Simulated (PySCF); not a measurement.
Compound: C5H11ClSi.
Structure used (GFN2-xTB), in Å, numbered top down from 1:
```
atom  x, y, z in Å
Cl1    3.2308   -1.7234   -0.3587
C2     2.4510   -0.1361   -0.1260
Si3    0.7406   -0.4191    0.6831
C4    -0.5062   -1.2282   -0.5066
C5    -1.7554   -0.3522   -0.3801
C6    -1.3065    1.1021   -0.2698
C7    -0.2600    1.1968    0.8448
H8     3.1206    0.4471    0.5002
H9     2.3985    0.3309   -1.1067
H10    0.9384   -1.1348    1.9474
H11   -0.1434   -1.2029   -1.5351
H12   -0.7365   -2.2665   -0.2793
H13   -2.4280   -0.4912   -1.2284
H14   -2.2977   -0.6258    0.5272
H15   -0.8570    1.4058   -1.2176
H16   -2.1546    1.7612   -0.0757
H17    0.3189    2.1142    0.7591
H18   -0.7624    1.2284    1.8107
```

NICS is the negative of the GIAO shielding at a point without a nucleus: at the ring centre (0) and 1 Å above and below it (1); zz is the component along the ring normal. Level: GIAO PBE0/pcSseg-1 (PySCF, non-relativistic, gas phase) on the GFN2-xTB geometry, one conformer.

Ring bond lengths (Å), with Mayer bond orders in brackets: Si3–C4 1.904 (0.93), C4–C5 1.531 (1.03), C5–C6 1.526 (1.03), C6–C7 1.532 (1.03), C7–Si3 1.907 (0.90).

What do the NICS probes read (ppm)?

```tsv
ring	type	NICS(0)	NICS(1), two faces	NICS(1)zz, two faces	rms pucker (Å)	centre to ring atoms, mean (Å)
Si3–C4–C5–C6–C7	5-membered ring with Si; formal bonds all single	-4.7	-4.2 / -3.8	-3.4 / -1.9	0.20	1.40
```

What can be read from them?

- Si3–C4–C5–C6–C7: mean NICS(1)zz -2.6 ppm, near zero. Si3, C4, C5, C6, C7 have four or more neighbours, so the value isn't read as a sign of a π ring current.

At the first NICS(1) probe listed for ring Si3–C4–C5–C6–C7, 1 Å off the ring, how large is the induced field along the normal in 1 T applied along it?

NICSzz × B0 = -3.4 ppm × 1 T = -3 μT, against the applied field.

What are the shieldings of the ring atoms and their hydrogens in the same run (means over atoms taken as equivalent)?

```csv
atoms,environment,σ isotropic (ppm)
Si3,SiH silicon,349.5
C4 (×2),sp3 carbon bound to silicon,173.8
C5 (×2),ring CH2 carbon,155.4
H10,Si–H hydrogen,27.26
H11 (×2),methylene hydrogen,31.02
H12 (×2),methylene hydrogen,30.78
H13 (×2),methylene hydrogen,30.09
H14 (×2),methylene hydrogen,30.13
```
